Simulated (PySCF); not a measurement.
**Bond curve of PrI**

Set-up: PySCF, spin-free X2C with a Gaussian nucleus, basis sets Pr x2c-SVPall, I x2c-SVPall. Energies in eV from Pr (4f3 6s2) + I in their ground configurations at the same level. State: quintet, about 3.0 electrons in the 4f shell (Mulliken), real f orbitals that mix terms.

All columns are BHandHLYP. A positive dipole means Pr(−)I(+).

```csv
R (Å),E (eV),μ (D),Mulliken charge on Pr (basis-dependent),HOMO (eV),LUMO (eV),Mayer bond order,⟨S²⟩
2.564,-2.343,-3.84,0.19,-3.97,-1.34,1.45,6.00
2.683,-2.932,-4.22,0.25,-4.06,-1.41,1.34,6.00
2.802,-3.268,-4.67,0.31,-4.16,-1.49,1.24,6.00
2.892,-3.400,-5.05,0.34,-4.24,-1.56,1.18,6.00
2.981,-3.456,-5.44,0.38,-4.32,-1.62,1.12,6.00
3.070,-3.455,-5.86,0.41,-4.40,-1.69,1.07,6.00
3.190,-3.389,-6.45,0.44,-4.51,-1.78,1.01,6.00
3.339,-3.239,-7.22,0.47,-4.64,-1.90,0.95,6.00
3.518,-3.002,-8.18,0.51,-4.79,-2.04,0.89,6.00
3.756,-2.646,-9.50,0.54,-4.99,-2.23,0.82,6.00
```

A fit through these points gives, at Re = 3.023 Å, μ = -5.64 D and dμ/dR = -4.69 D/Å; the reduced mass is 66.77 u.

Question: How strong is the fundamental in the double-harmonic approximation, I = 42.26·(dμ/dR)²/μred km/mol?

Answer: I = 42.26·(-4.69)²/66.77 = 13.9 km/mol at BHandHLYP.

These are scalar-relativistic numbers at best; spin–orbit coupling would shift them, the dissociation energy most. The state is the lowest single determinant that the PBE0 search found; with open d or f shells the true ground state can be another one.
